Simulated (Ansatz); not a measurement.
The same path of C2H3NTe (7 atoms, charge 0, multiplicity 1) was run twice with different band settings. The coordinate that changes most is the height of N1 over the plane of its neighbours.

Theory: RKS CAM-B3LYP-D4/def2-SVP in Ansatz 0.2.0.

Relaxed end points:

```xyz
7
Properties=species:S:1:pos:R:3
N -0.168 0.942 1.512
C -0.117 0.118 0.463
C -0.078 -0.645 -0.485
Te -0.133 -2.083 -1.908
H -0.824 1.714 1.484
H 0.692 1.130 2.016
H 0.629 -1.175 -3.083
```

```xyz
7
Properties=species:S:1:pos:R:3
N -0.040 1.131 1.357
C -0.061 0.203 0.397
C -0.060 -0.615 -0.504
Te -0.148 -2.096 -1.879
H -0.908 1.599 1.594
H 0.609 1.014 2.127
H 0.609 -1.237 -3.092
```

Common settings: movable images 7; climbing image yes; spring 5.0 eV/Å²; optimiser quadratic models (default); start path through a guess of the saddle point; force threshold 0.05 eV/Å; end points relaxed.

| run | iteration limit |
| --- | --- |
| 1 | 60 |
| 2 | 3 |

Q: What does each run give, and how far can it be trusted?

A: Run 1: converged after 6 iterations, highest image 0.009 eV above the first end. The top lies less than 8 meV above the higher end, about what the thresholds resolve: that end is a shoulder or a very shallow well. A vibrational analysis at the climbing image gives one clearly imaginary mode, 249i cm⁻¹: a first-order saddle point.
Run 2: not converged after 3 iterations, highest image 0.020 eV above the first end. The band didn't meet its force threshold, so its energies are provisional: the largest band force was still 0.45 eV/Å, and over the last iterations the top moved between 0.02 and 0.10 eV.
